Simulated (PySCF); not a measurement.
C8H5F3.
SMILES with atom numbers: `[F:1][C:2]([F:3])([F:4])[CH:5]1[c:6]2[cH:7][cH:8][cH:9][cH:10][c:11]21` (hydrogens: H12 on C5; H13 on C7; H14 on C8; H15 on C9; H16 on C10)

Geometry (PBE0-D3(BJ)/def2-SVP, Å), atoms numbered from 1 in this order:
```
atom  x, y, z in Å
F1     3.299   -0.833   -0.709
C2     2.527    0.155   -0.247
F3     2.111    0.872   -1.288
F4     3.296    0.941    0.513
C5     1.376   -0.399    0.558
C6     0.088   -0.754   -0.098
C7    -1.016   -1.232   -0.774
C8    -2.162   -0.442   -0.572
C9    -2.156    0.706    0.236
C10   -1.002    1.154    0.904
C11    0.095    0.350    0.674
H12    1.752   -0.993    1.406
H13   -1.033   -2.121   -1.407
H14   -3.097   -0.728   -1.062
H15   -3.086    1.270    0.346
H16   -1.009    2.050    1.529
```

Computed with PySCF at CAM-B3LYP/def2-SVPD, non-relativistic, on one gas-phase PBE0-D3(BJ)/def2-SVP geometry that isn't relaxed in the solvent. The solvent is an IEF-PCM continuum (Bondi radii, 1.10 Å for H, scaled by 1.2), and excitations are vertical TDDFT with non-equilibrium linear response and a frozen core. Only the electrostatic response of the medium enters.

```json
{"run": "gas", "E − E(gas) (kcal/mol)": "0.00", "HOMO (eV)": "-8.72", "HOMO–LUMO gap (eV)": "8.79", "dipole (D)": "2.88", "lowest singlet (eV)": "5.34", "static polarisability (au)": "90.0"}
{"run": "P", "E − E(gas) (kcal/mol)": "-1.45", "HOMO (eV)": "-8.63", "HOMO–LUMO gap (eV)": "8.80", "dipole (D)": "3.12", "lowest singlet (eV)": "5.33", "static polarisability (au)": "101.5"}
{"run": "Q", "E − E(gas) (kcal/mol)": "-3.70", "HOMO (eV)": "-8.56", "HOMO–LUMO gap (eV)": "8.82", "dipole (D)": "3.44", "lowest singlet (eV)": "5.34", "static polarisability (au)": "123.3"}
```

**Question.** The runs were made in cyclohexane and dimethylsulfoxide. Which run belongs to which solvent?

**Answer.** P = cyclohexane, Q = dimethylsulfoxide. The dielectric constants are 2.017 (cyclohexane), 46.83 (dimethylsulfoxide), and the energy falls further as ε rises. The optical constants n² used for the excitations are 2.04, 2.19 in the same order. In this model the ground state sees the solvent through ε alone.

**Question.** How constant is the ratio of the lowering to (ε − 1)/(2ε + 1)?

**Answer.** 
```tsv
solvent	(ε − 1)/(2ε + 1)	E − E(gas) (kcal/mol)	ratio (kcal/mol)	polarisation term (kcal/mol)
cyclohexane	0.202	-1.45	-7.2	-1.53
dimethylsulfoxide	0.484	-3.70	-7.6	-4.20
```

The ratio changes by +6.3 % in size from cyclohexane to dimethylsulfoxide. The polarisation term is half the interaction of the solute with the induced surface charges.
